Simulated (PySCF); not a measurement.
Stepwise substitution at one centre (B CH3-NH2). All species are isolated molecules in the gas phase. Strings in code marks are SMILES.

The S1–T1 gap (TDA) from two functionals at the same geometries (B3LYP-D3(BJ)/def2-TZVP), both in PySCF: PBE-D3(BJ)/def2-TZVP and M06-2X/def2-TZVP. Excitations are Tamm–Dancoff values on a coarser integration grid. The basis has no diffuse functions, so Rydberg states are missing or too high.

```json
[
 {"species": "0 of 3 CH3 replaced by NH2", "PBE-D3(BJ)/def2-TZVP (eV)": "0.55", "M06-2X/def2-TZVP (eV)": "0.39"},
 {"species": "2 of 3 CH3 replaced by NH2 (`CB(N)N`)", "PBE-D3(BJ)/def2-TZVP (eV)": "0.20", "M06-2X/def2-TZVP (eV)": "0.21"},
 {"species": "3 of 3 CH3 replaced by NH2 (`NB(N)N`)", "PBE-D3(BJ)/def2-TZVP (eV)": "0.19", "M06-2X/def2-TZVP (eV)": "0.24"}
]
```

Over these rows, drawn at random from the members with no instability flagged (it was tested for open shells, ions and some series alone), PBE minus M06-2X: mean +0.03 eV, from -0.06 eV to +0.15 eV.
